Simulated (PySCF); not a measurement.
**Manganese: a sound run and one with changed settings**

Sound run: Mn²⁺ [Ar] 3d5, Mn³⁺ [Ar] 3d4. All numbers are calculated (PySCF 2.14, no relativity, point nucleus, in cc-pVTZ (7s6p4d2f1g, 68 functions)). In the sound run the correlated levels freeze [Ar]. The sound run starts from symmetry-adapted Hartree-Fock orbitals and uses a fine grid where one is needed.

Changed run: basis STO-3G. This setting is unsound on purpose.

```csv
species,method,sound run (hartree),changed run (hartree),converged
Mn²⁺,UHF,-1149.10923,-1137.01113,yes
Mn²⁺,M06-2X,-1150.12194,-1137.84002,yes
Mn²⁺,B3LYP,-1150.16965,-1137.82604,yes
Mn²⁺,MP2,-1149.17834,-1137.01122,yes
Mn³⁺,UHF,-1147.91162,-1136.06839,yes
Mn³⁺,M06-2X,-1148.88597,-1136.88007,yes
Mn³⁺,B3LYP,-1148.91699,-1136.86496,yes
Mn³⁺,MP2,-1147.95026,-1136.06842,yes
```

Ionisation energy of Mn²⁺:

```tsv
method	sound run (eV)	changed run (eV)
UHF	32.589	25.653
M06-2X	33.632	26.122
B3LYP	34.087	26.152
MP2	33.418	25.655
SCS-MP2	32.865	25.654
```

A minimal basis cannot let orbitals breathe on ionisation and holds almost no correlation.

For comparison, NIST gives 33.668 ± 0.012 eV between the lowest levels.
